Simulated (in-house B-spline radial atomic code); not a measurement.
# Ionising S⁺ with different functionals

Computed with a B-spline radial code for spherical atoms: four-component Dirac-Coulomb Hamiltonian, Fermi nucleus of rms radius 3.2611 fm, spin-restricted, spherical fractional occupations for the functionals, and exact exchange of hybrids averaged over the configuration. The ionisation energy is the difference of two self-consistent energies, [Ne] 3s2 3p3 → [Ne] 3s2 3p2, without Breit or QED terms; ε is the level of the shell that loses the electron (mean over j). The electron is taken from both j subshells in proportion to 2j + 1, so the result is a j average, not the step between ground levels.

```
   method                    rung  ΔSCF (eV)  -ε(3p) (eV)
    B97-1           global hybrid          ?            ?
    HSE06  range-separated hybrid      22.28        17.92
CAM-B3LYP  range-separated hybrid          ?            ?
  LC-wPBE  range-separated hybrid      22.43        21.36
```

Question: What does B97-1 give?

Answer: ΔSCF 22.24 eV, and -ε(3p) = 18.04 eV.

Question: What does CAM-B3LYP give?

Answer: ΔSCF 22.31 eV, and -ε(3p) = 19.80 eV.

Question: Among the functionals, which spreads more, the ΔSCF values or the orbital energies?

Answer: The orbital energies: ΔSCF values span about 0.19 eV and the orbital energies 3.43 eV; here energy differences depend much less on the functional than eigenvalues do.

Question: How do they compare with the NIST value?

Answer: NIST lists 23.338 eV (measured, ground level to ground level). Errors run from -1.10 to -0.90 eV. The correlated functionals all miss on the same side by more than they spread, so the cause is common to them (Breit-QED terms, spin polarisation, the choice among j levels, multiplet and fine-structure energies, or a listed next ion that isn't the cheapest removal here) and closeness doesn't rank the functionals.
